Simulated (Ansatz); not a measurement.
Consider the cleavage of the Al–Si bond: `F[CH2][AlH][SiH3]` + H–F → `F[CH2][AlH][F]` + SiH₄.

Program: Ansatz. Geometries: PBE0-D4/def2-TZVP. ΔE: electronic, gas phase. CCSD(T)/CBS is the MP2 limit (def2-TZVPP, def2-QZVPP) plus CCSD(T) − MP2 in def2-TZVPP, frozen cores. This one scheme is used for every species. Functionals use def2-TZVPP. One conformer a species, not always the lowest.

`F[CH2][AlH][SiH3]`:

Cartesian coordinates in Å:
```
F 1.076 0.889 -1.732
C 0.599 1.669 -0.671
Al -0.307 0.554 0.696
Si -0.445 -1.870 0.342
H 1.452 2.220 -0.253
H -0.071 2.430 -1.092
H -0.900 1.314 1.963
H -1.147 -2.577 1.450
H -1.176 -2.172 -0.923
H 0.919 -2.459 0.221
```

H–F:

Cartesian coordinates in Å:
```
F -0.097 -0.073 -0.444
H 0.097 0.073 0.444
```

`F[CH2][AlH][F]`:

```xyz
7

F     0.285    1.872    0.068
C     0.533    0.588   -0.411
Al   -0.603   -0.782    0.443
F    -1.696   -0.332    1.588
H     0.389    0.598   -1.500
H     1.599    0.369   -0.257
H    -0.508   -2.312    0.069
```

SiH₄:

Cartesian coordinates in Å:
```
Si 0.000 0.000 0.000
H -0.600 0.933 0.987
H -0.162 -1.396 0.478
H 1.445 0.305 -0.156
H -0.683 0.158 -1.309
```

| level | ΔE (kcal/mol) | difference from CCSD(T)/CBS |
| --- | --- | --- |
| PBE-D4 | -38.8 | 4.4 |
| r2SCAN0-D4 | -43.2 | 0.0 |
| r2SCAN | -43.9 | -0.7 |
| r2SCAN0 | -43.5 | -0.3 |
| LC-ωPBE | -43.0 | 0.2 |
| CCSD(T)/def2-SVP | -46.1 | -2.9 |
| HF/def2-TZVPP | -48.7 | -5.5 |
| MP2/def2-TZVPP | -45.5 | -2.3 |
| HF/def2-QZVPP | -49.3 | -6.1 |
| SCS-MP2/def2-QZVPP | -46.6 | -3.4 |
| CCSD(T)/CBS | -43.2 | 0 |

Largest T1 diagnostic among the species: 0.012.

Leaving LDA and LC-ωPBE aside and taking each functional with its dispersion term where it has one, the values, not all of them listed here, spread over 7.4 kcal/mol, from CAM-B3LYP-D4 to PBE-D4. At CCSD(T), def2-SVP lies −2.9 kcal/mol from the extrapolated value and def2-TZVPP −0.2 kcal/mol. In def2-TZVPP, CCSD(T) changes the Hartree–Fock value by +5.3 kcal/mol (the triples alone add +0.7 kcal/mol) and MP2 by +3.2 kcal/mol.
